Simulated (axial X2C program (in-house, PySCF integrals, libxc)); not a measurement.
## Nuclear properties of AuCl

Computed with an in-house all-electron X2C program for linear molecules (integrals from PySCF): two-component X2C with atomic mean-field Coulomb and Gaunt terms, Gaussian nuclei, basis Au dyall-cv3z, Cl dyall-av3z with contracted cores.

R = 2.221 Å (near the PBE0 minimum at charge 0 of the determinant lowest at the starting distance; the state shown can have its own minimum elsewhere).

Input and command:
```json
{"zs": [79, 17], "q": 0, "bas": ["dyall-cv3z", "dyall-av3z"], "r0": 2.23, "levels": ["PBE0", "HF", "PBE", "BP86", "r2SCAN"], "nst": 3}
```
```bash
python soeom.py task.json out
```

Keys: zs atomic numbers; q charge; bas basis sets; r0 starting distance in Å; levels methods; nst determinants followed.

Determinant lowest in the PBE0 search, Ω = 0 (closed shell), highest spinor 58% Cl p, 34% Au d, 3% Au p:

| level | qzz Au (a.u.) | qzz Cl (a.u.) | μ (D) |
| --- | --- | --- | --- |
| PBE0 | 1.28 | 3.36 | -3.70 |
| HF | -3.58 | 2.47 | -5.22 |
| PBE | 3.09 | 3.63 | -3.05 |
| BP86 | 3.21 | 3.69 | -2.99 |
| r2SCAN | 2.27 | 3.51 | -3.30 |

Determinant 1.93 eV from it at PBE0 and this distance, Ω = 2 (⟨Sz⟩ = 0.95, ⟨Lz⟩ = 1.05 at PBE0), spin on the atoms Au 0.66, Cl 0.29:

```json
{"level": "PBE0", "Eeff magnitude (GV/cm)": "99.4", "Ws magnitude Au (kHz)": "56.9", "A∥/gI Au (MHz)": "4430", "qzz Au (a.u.)": "-2.87", "A∥/gI Cl (MHz)": "200", "qzz Cl (a.u.)": "0.50", "μ (D)": "-0.31"}
{"level": "PBE", "Eeff magnitude (GV/cm)": "89.2", "Ws magnitude Au (kHz)": "51.1", "A∥/gI Au (MHz)": "4200", "qzz Au (a.u.)": "-1.48", "A∥/gI Cl (MHz)": "206", "qzz Cl (a.u.)": "0.55", "μ (D)": "0.01"}
{"level": "BP86", "Eeff magnitude (GV/cm)": "89.6", "Ws magnitude Au (kHz)": "51.3", "A∥/gI Au (MHz)": "4200", "qzz Au (a.u.)": "-1.41", "A∥/gI Cl (MHz)": "209", "qzz Cl (a.u.)": "0.56", "μ (D)": "0.05"}
{"level": "r2SCAN", "Eeff magnitude (GV/cm)": "99.4", "Ws magnitude Au (kHz)": "57.1", "A∥/gI Au (MHz)": "4380", "qzz Au (a.u.)": "-2.39", "A∥/gI Cl (MHz)": "212", "qzz Cl (a.u.)": "0.49", "μ (D)": "-0.04"}
```

Eeff is the effective electric field on the electron electric dipole moment in this Ω state and Ws the scalar–pseudoscalar constant of the nucleus named (defined with the proton number Z and per Ω); A∥ (defined per Ω) follows by multiplying with gI = μI/(I μN); qzz is the electric field gradient, eQq0 = 234.96 MHz × Q/barn × qzz; μ is positive if the Cl end (last atom) is positive. The operators were transformed with the bare-nucleus X2C matrices; with these basis sets, hyperfine constants and field gradients can be off by tens of per cent, and where levels differ in sign neither size nor sign is settled.

(1) With Q(35Cl) = -0.08112 barn (Q from Pyykkö, Mol. Phys. 2018), turn the PBE0 values of the first state into constants in MHz.

Each state is one determinant with collinear spin, which with several unpaired electrons need not be a pure state. With several open shells hyperfine constants can be off by a factor of several. Open-shell Ω = 0 determinants with evenly filled partner blocks cannot be reached by this program, so the Ω shown need not be the lowest component. Left out as unconverged or as another state under the same occupation: HF in at least one table. The search compared states at one distance, so a state with another bond length can lie lower. Further determinants of the search, some of them spin-mixed, are not shown. Where a field gradient or hyperfine factor spreads by more than a factor of two over the levels, a constant derived from it is not to be relied on. PBE0 term energies can be off by some tenths of an eV.

## Answers

(1) eQq0(35Cl) = 234.96 × (-0.08112) × (3.36) = -64 MHz.
